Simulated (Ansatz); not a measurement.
Two isomers of CH7BSSi: A = `B[SiH2]CS`, B = `CB[SiH2]S`.

Computed with Ansatz on PBE0-D4/def2-TZVP structures; ΔE is electronic, products minus reactants. CCSD(T)/CBS is the MP2 limit (def2-TZVPP, def2-QZVPP) plus CCSD(T) − MP2 in def2-TZVPP, frozen cores. DFT in def2-TZVPP. B3LYP here is the variant with VWN-RPA as its local correlation; programs differ in this. One conformer a species, not always the lowest.

**Question.** Which isomer does CCSD(T)/CBS put lower? Give the gap. (Estimate.)

**Answer.** Ansatz gave: B, by 132.3 kJ/mol.

**Question.** Give E(B) − E(A) in kJ/mol with B3LYP-D4, PBE0-D4, r2SCAN-D4, CCSD(T)/def2-SVP, LDA (SPW92), MP2/def2-TZVPP, CCSD/def2-TZVPP. (Best estimate.)

**Answer.** Computed: B3LYP-D4 -134.8, PBE0-D4 -138.7, r2SCAN-D4 -141.1, CCSD(T)/def2-SVP -134.2, LDA (SPW92) -142.5, MP2/def2-TZVPP -133.7, CCSD/def2-TZVPP -130.3. None reverses the order clearly.

**Question.** Does the order hold for the free energy at 298.15 K (harmonic terms from PBE0-D4)? (Best estimate.)

**Answer.** Computed: Yes: G(B) − G(A) = -127.7 kJ/mol, for one conformer each. Modes under 60 cm⁻¹, often nearly free rotors, make the harmonic entropy too high.

Largest T1 diagnostic: 0.011.

Leaving LDA and LC-ωPBE aside and taking each functional with its dispersion term where it has one, the values, not all of them listed here, spread over 12.9 kJ/mol, from B97M-V to ωB97X-V. LDA lies −4.6 kJ/mol from PBE without D4.
